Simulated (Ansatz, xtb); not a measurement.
Species: BI₂ (charge +1, singlet). 
Coordinates optimised at B3LYP-D3(BJ)/def2-TZVP (Ansatz, a first-principles code):
```
B
I 1 1.9744
I 1 1.9744 2 180.00
```
Charge +1, spin multiplicity 1.

Harmonic wavenumbers from GFN2-xTB (xtb, at its own minimum), cm⁻¹: 196, 196, 263, 1249.

Task: Give the harmonic wavenumbers at B3LYP-D3(BJ)/def2-TZVP (Ansatz, finite differences of forces, unscaled).

Result: 228, 230, 230, 1088 cm⁻¹. Zero-point energy 2.5 kcal/mol.

Task: From these and the geometry, give the ideal-gas thermochemistry at 298.15 K and 1 atm (rigid rotor, harmonic oscillator).

Result: Point group D∞h, rotational symmetry number 2. Rotational constants 0.5108, 0.5108 GHz. S(trans) 42.62, S(rot) 19.30, S(vib) 5.72, S(elec, spin only) 0.00, S 67.6 cal/(mol K). H(298) - H(0) 3.06 kcal/mol; G - E(el) -14.6 kcal/mol.
